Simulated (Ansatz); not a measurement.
C2H5BO2, SMILES `CB(O)C=O` at its PBE0-D4/def2-TZVP geometry, where that method's forces vanish. Total charge 0; spin multiplicity 1.

```tsv
atom	x (Å)	y (Å)	z (Å)
C1	0.4478	-0.7299	1.1506
B2	0.1587	0.2962	0.0181
O3	0.7401	1.5067	-0.0345
C4	-0.8586	0.0242	-1.2149
O5	-1.0106	0.8911	-2.0490
H6	-0.4833	-1.0480	1.6332
H7	1.1252	-0.3473	1.9147
H8	0.8827	-1.6442	0.7289
H9	0.4221	1.9789	-0.8213
H10	-1.4242	-0.9277	-1.3258
```

(1) For each bond, give half the difference of the two atoms' forces along it (eV/Å; positive pushes the atoms apart) under PBE-D4, r2SCAN-D4, B3LYP-D4, ωB97M-V in def2-TZVPP. (Estimate.)

Answers

(1) Computed: 
| bond | length (Å) | PBE-D4 | r2SCAN-D4 | B3LYP-D4 | ωB97M-V |
| --- | --- | --- | --- | --- | --- |
| C1–B2 | 1.555 | -0.18 | -0.09 | 0.01 | 0.05 |
| C1–H6 | 1.096 | 0.14 | 0.00 | -0.03 | -0.07 |
| C1–H7 | 1.090 | 0.11 | -0.02 | -0.03 | -0.06 |
| C1–H8 | 1.097 | 0.14 | 0.00 | -0.04 | -0.07 |
| B2–O3 | 1.344 | 0.42 | 0.21 | 0.11 | 0.10 |
| B2–C4 | 1.621 | -0.37 | -0.15 | -0.06 | -0.01 |
| O3–H9 | 0.971 | 0.44 | 0.01 | -0.02 | -0.11 |
| C4–O5 | 1.213 | 1.03 | 0.44 | 0.31 | 0.18 |
| C4–H10 | 1.113 | 0.02 | -0.02 | -0.13 | -0.16 |

B3LYP here is the variant with VWN-RPA as its local correlation; programs differ in this.
